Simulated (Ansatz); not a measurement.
Geometry optimisation, UKS LDA/def2-SVP in Ansatz 0.2.0.

Input:

```yaml
crystal:
  periodic: [false, false, false]
  atoms:
    - { symbol: Si, position_ang: [-0.18956, -1.01061, 0.09603] }
    - { symbol: As, position_ang: [-0.24146, 1.25723, -0.41781] }
    - { symbol: H, position_ang: [1.16449, -1.59018, 0.14478] }
    - { symbol: H, position_ang: [-0.89631, -1.79884, -0.93103] }
    - { symbol: H, position_ang: [1.08433, 1.48241, 0.24142] }
    - { symbol: H, position_ang: [-0.92148, 1.66, 0.8666] }
magnetization:
  spin_polarized: true
  initial_magnetization: 1
basis:
  gaussian: { orbitals: def2-SVP }
hamiltonian:
  xc: lda
relax:
  f_tol: 0.015
  max_steps: 40
```

Launched with:

```bash
$ ansatz run input.yaml --threads 1 --pin off --max-ram 2048MiB --backend cpu --events-out ev --progress --plain --runs-dir out
```

Q: Where does it end, and by what steps?

A: The run converged. After 9 steps the energy has fallen by 0.120 eV; H3 moved furthest, 0.49 Å.

```
step  energy less start (eV)  largest force component (eV/Å)  accepted
   0                  0.0000                           0.697       yes
   1                 -0.0606                           0.178       yes
   2                 -0.0693                           0.082       yes
   3                 -0.0758                           0.133       yes
   4                 -0.1070                           0.072       yes
   5                 -0.0825                           0.362        no
   6                 -0.1167                           0.050       yes
   7                 -0.1198                           0.027       yes
   8                 -0.1193                           0.051        no
   9                 -0.1204                           0.004       yes
```

```xyz
6
Properties=species:S:1:pos:R:3
Si -0.011 -1.038 0.169
As 0.029 1.230 -0.426
H 1.271 -1.678 -0.320
H -1.162 -1.702 -0.559
H 1.039 1.599 0.668
H -1.166 1.589 0.468
```

Whether the end is a true minimum wasn't checked by a vibrational analysis.

The run took 57 s on 1 thread of Intel(R) Xeon(R) Processor @ 2.50GHz (Skylake/Cascade Lake) (shared host), peak memory 0.14 GiB.
